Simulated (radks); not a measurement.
Q: Sn6+, 44 electrons, occupied as [Kr] 4d8. Calculated with a radial shooting solver on a logarithmic mesh with Libxc functionals: Dirac Kohn-Sham, LDA (Slater exchange, Perdew-Wang correlation), spin-unpolarised, spherical densities, point nucleus; open shells are shared between the two j in proportion to 2j + 1. Some entries of the table are withheld. Estimate them.

| orbital | occ. | eigenvalue (eV) | r(max) (bohr) |
|---|---|---|---|
| 1s1/2 | 2 | -29049.75 | 0.01879 |
| 2s1/2 | 2 | -4460.325 | 0.1063 |
| 2p1/2 | 2 | -4174.433 | 0.08180 |
| 2p3/2 | 4 | -3944.115 | 0.08633 |
| 3s1/2 | 2 | -930.6512 | 0.3080 |
| 3p1/2 | 2 | (1) | 0.2942 |
| 3p3/2 | 4 | (2) | 0.3045 |
| 3d3/2 | 4 | -566.0657 | 0.2489 |
| 3d5/2 | 6 | -557.3581 | 0.2519 |
| 4s1/2 | 2 | -217.7035 | 0.7417 |
| 4p1/2 | 2 | -178.3938 | (3) |
| 4p3/2 | 4 | -170.3906 | (4) |
| 4d3/2 | 3.2 | -107.4060 | (5) |
| 4d5/2 | 4.8 | -106.1787 | (6) |
| 5s1/2 | 0 | -74.1338 | 1.709 |
| 5p1/2 | 0 | -62.6591 | (7) |
| 5p3/2 | 0 | -61.0606 | (8) |
| 4f5/2 | 0 | -44.6326 | 1.298 |
| 4f7/2 | 0 | -44.5731 | 1.303 |
| 5d3/2 | 0 | (9) | 2.324 |
| 5d5/2 | 0 | (10) | 2.340 |

A: 
(1) 3p1/2 eigenvalue (eV): -814.3747
(2) 3p3/2 eigenvalue (eV): -772.2723
(3) 4p1/2 r(max) (bohr): 0.7654
(4) 4p3/2 r(max) (bohr): 0.7894
(5) 4d3/2 r(max) (bohr): 0.8582
(6) 4d5/2 r(max) (bohr): 0.8666
(7) 5p1/2 r(max) (bohr): 1.857
(8) 5p3/2 r(max) (bohr): 1.906
(9) 5d3/2 eigenvalue (eV): -43.6972
(10) 5d5/2 eigenvalue (eV): -43.4468
